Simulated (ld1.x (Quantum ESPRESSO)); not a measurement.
## What the settings do to the ultrasoft potential of nitrogen

Base potential:

ld1.x (Quantum ESPRESSO) 7.5 input, shortened:

```
&input
   title='N', zed=7., rel=0, dft='PBE', iswitch=3,
   config='[He] 2s2 2p2.5 3d-2'
 /
 &inputp
   pseudotype=3, tm=.true., lloc=-1, rcloc=1.50,
   nlcc=.true., rcore=0.60,
   which_augfun='PSQ', rmatch_augfun_nc=.true.
 /
5
2S  1  0   2.00   0.00  0.95  1.10  0.0
2S  1  0   0.00  -1.30  0.95  1.10  0.0
2P  2  1   2.50   0.00  1.65  2.10  0.0
2P  2  1   0.00   0.05  1.65  2.10  0.0
3D  3  2  -2.00   0.40  1.70  2.00  0.0
 &test
   configts(1)='2s2 2p2.5'
 /
```

Cutoffs, loose and tight: the cutoffs (Ry, on a coarse ladder) from which the occupation-weighted sum of valence levels, in a spherical-Bessel basis at the reference potential, stays within 10 and 1 mRy of its value at 400 Ry. They do not see the model core or the augmentation charge, which bear on the density cutoff. Test errors are all-electron minus pseudo excitation energies from the reference, over the configurations 2s2 2p3; 2s2 2p2; 2s2 2p1; 2s2 2p3.3; 2s2 2p0; 2s0 2p5; 2s1 2p3. A dash means not determined; rows that change the core or the reference have their own tests.

```tsv
change	outcome	cutoff, loose	cutoff, tight	bound ghosts	largest test error (meV)
base	generated	15 Ry	25 Ry	none	+206
augmentation PSQ, radius 1.05 bohr	generated	15 Ry	25 Ry	none	-49
core correction none	generated	15 Ry	25 Ry	none	+372
all radii but the core radius scaled by about 0.85 (s 0.94, p 1.80, d 1.70 bohr, rcut 0.82/1.40/1.46); local potential all-electron potential smoothed inside 1.28 bohr (lloc = -1)	generated	30 Ry	45 Ry	none	+171
functional PW91; added wave 3d channel at 2.65 Ry: rcut 1.70, rcutus 2.00 bohr	generated	15 Ry	21 Ry	none	+189
scalar-relativistic; added wave 3d channel at 1.85 Ry: rcut 1.70, rcutus 2.00 bohr	generated	15 Ry	25 Ry	none	+208
wave 2s channel at -1.3 Ry: rcut 0.95, rcutus 1.10 bohr becomes 2s channel at 2.88 Ry: rcut 0.95, rcutus 1.10 bohr	generated	15 Ry	25 Ry	none	+207
local potential all-electron potential smoothed inside 1.58 bohr (lloc = -1)	generated	15 Ry	21 Ry	none	+199
waves 2s (bound): rcut 0.95, rcutus 1.42 bohr; 2s channel at -1.3 Ry: rcut 0.95, rcutus 1.42 bohr	generated	18 Ry	25 Ry	none	+223
waves 2p (bound): rcut 1.65, rcutus 2.32 bohr; 2p channel at 0.05 Ry: rcut 1.65, rcutus 2.32 bohr	generated	15 Ry	21 Ry	none	+210
```
